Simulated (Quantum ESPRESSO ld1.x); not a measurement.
Question: These are the eigenvalues of the occupied orbitals of an atom or ion with whole-number occupations (eV). All-electron calculation, scalar-relativistic Kohn-Sham, BLYP, spin-unpolarised, spherical densities, point nucleus. Program: ld1.x of Quantum ESPRESSO 7.5.

orbital  eigenvalue
1s         -79276.7
2s         -14610.7
2p         -12771.4
3s         -4064.81
3p         -3528.91
3d         -2949.94
4s         -1470.68
4p         -1287.12
4d         -1067.56
4f         -828.913

Which element is it, and in what charge state? The configuration may be excited.

Answer: Z = 78, platinum, charge +26: Pt26+ in [Kr] 4d10 4f6. The list shows which subshells hold electrons but not how many an open one holds; the 1s level, -2913.4 hartree, gives Z - s = 76.3 by -(Z - s)^2/2, which with screening and relativity narrows Z to a few neighbours, and the depths of the outer levels then fix element, charge and occupations together.
